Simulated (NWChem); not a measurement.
# C3H2F4; SMILES C(F)(/C(F)=C\F)F

```xyz
9

F     -1.7545    -0.9620    -0.0057
C     -0.5070    -1.3958    -0.0019
C      0.5222    -0.5503     0.0005
F      1.7665    -1.0302     0.0044
C      0.4400     0.9503    -0.0008
F     -0.2191     1.4008     1.0850
F     -0.2178     1.3989    -1.0882
H     -0.3892    -2.4827    -0.0008
H      1.4621     1.3691    -0.0006
```
Atoms are numbered in this order, from 1.

This is a stationary point of PBE0/def2-SVP (NWChem), point group Cs. 

**Question.** Is it a minimum? If not, what does it relax to?

**Answer.** No. It has an imaginary frequency of 33i cm⁻¹. Following that mode (on a finer grid) lowers the energy by 0.5 kcal/mol and ends, with real frequencies alone, at point group C1:
```xyz
9

F     -1.7135    -1.0901    -0.5629
C     -0.5088    -1.4175    -0.1376
C      0.4576    -0.5300     0.0971
F      1.6402    -0.9725     0.5293
C      0.4390     0.9598    -0.0590
F      0.4937     1.5494     1.1549
F     -0.6767     1.3656    -0.6819
H     -0.3467    -2.4888     0.0133
H      1.3221     1.2931    -0.6355
```
